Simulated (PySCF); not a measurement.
A structure optimised at PBE0-D3(BJ)/def2-SVP, used in a PySCF frequency run:

```xyz
8

Mg    -0.3413     0.1740     0.3444
S     -2.0863     1.6395     0.7118
H     -1.2657     2.6243     1.1449
S      1.3671    -1.3335     0.0085
C      1.8345    -1.0781    -1.7455
H      1.0083    -1.3057    -2.4335
H      2.6557    -1.7756    -1.9606
H      2.1982    -0.0586    -1.9356
```

Q: Write its SMILES and formula.

A: C[S][Mg][SH], CH4MgS2

Q: What are its rotational constants (standard atomic weights)?

A: 13.651, 1.0901, 1.0233 GHz
